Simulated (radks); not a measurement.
Sr27+, 11 electrons, occupied as [Ne] 3s1.

Method: Dirac Kohn-Sham, exchange-only PBE, spin-unpolarised, spherical densities, finite nucleus; Fermi nuclear charge, rms radius 4.224 fm; computed with a radial shooting solver on a logarithmic mesh with Libxc functionals.

Energy parts (eV):
part                   energy
total              -72502.672
kinetic             75024.085
electron-nucleus  -156677.617
Hartree             10888.887
exchange            -1738.026

Orbitals (lengths in bohr, moments of r in powers of bohr; r(max) is where P^2 peaks; r(90%) holds 90 % of the orbital's charge):
1s1/2: occ. 2; eigenvalue (eV) -17292.16; r(90%) 0.0700; r(max) 0.02553; <1/r> 39.02
2s1/2: occ. 2; eigenvalue (eV) -3440.430; r(90%) 0.261; r(max) 0.1440; <1/r> 8.943
2p1/2: occ. 2; eigenvalue (eV) -3263.175; r(90%) 0.235; r(max) 0.1125; <1/r> 8.894
2p3/2: occ. 4; eigenvalue (eV) -3192.020; r(90%) 0.240; r(max) 0.1158; <1/r> 8.554
3s1/2: occ. 1; eigenvalue (eV) -1361.471; r(90%) 0.599; r(max) 0.3914; <1/r> 3.603

The highest occupied level is 3s1/2 at -1361.5 eV. The electron density at the nucleus is 6.086e+04 e/bohr^3.
